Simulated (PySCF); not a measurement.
Working out the ionisation energy of Ti⁵⁺

Ti⁵⁺ [Ne] 3s2 3p5 (2P) → Ti⁶⁺ [Ne] 3s2 3p4 (3P). Computed with PySCF 2.14 in an even-tempered Gaussian basis (19 s from 0.13 bohr⁻², ratio 2.5; 13 p from 0.17 bohr⁻², ratio 2.5; 5 d from 2.3 bohr⁻², ratio 2.7; 5 f from 3.5 bohr⁻², ratio 2.7), with the non-relativistic Hamiltonian (point nucleus). Frozen: 1s2; the 21 highest virtual orbitals dropped. Energies in hartree (1 hartree = 27.21139 eV):

```
             part  Ti⁵⁺ (lower)  Ti⁶⁺ (upper)
              UHF   -841.582182   -837.246905
MP2 opposite-spin     -0.381810     -0.358375
    MP2 same-spin     -0.138877     -0.130397
```

Problem. What does Hartree-Fock give?

Solution. (-837.246905) − (-841.582182) = 4.335277 hartree = 117.969 eV.

Problem. What do MP2 and SCS-MP2 (6/5 opposite-spin, 1/3 same-spin) give?

Solution. The opposite-spin parts differ by 0.638 eV and the same-spin parts by 0.231 eV. MP2: 117.969 + (0.638) + (0.231) = 118.838 eV. SCS-MP2: 117.969 + 1.2 × (0.638) + (0.231)/3 = 118.812 eV.

A first-order spin-orbit estimate adds -0.015 eV to MP2 (outer shells), giving 118.823 eV against 119.53 eV (semi-empirical (NIST evaluation); NIST Atomic Spectra Database, ionization energies).

The calculation is non-relativistic.

What remains against the reference includes basis incompleteness, the frozen core and correlation beyond second order.
